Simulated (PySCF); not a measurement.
Correlation energy of Si⁺ (silicon, charge +1)

[Ne] 3s1 3p2, high-spin 4P determinant (an excited configuration). Computed with PySCF 2.14 in def2-QZVPPD (10s6p5d2f1g, 76 functions), with the non-relativistic Hamiltonian (point nucleus). Frozen: [Ne]; 3 electrons correlated.

MP2 pair energies summed by pair of shells (mhartree):

```
 pair  energy  share (%)
3p-3p   -6.41       60.9
3s-3p   -4.11       39.1
```

Total MP2 correlation energy: -10.52 mhartree.

Same-spin part -10.52 and opposite-spin part 0.00 mhartree; SCS-MP2 scales them by 1/3 and 6/5 to -3.51 mhartree.
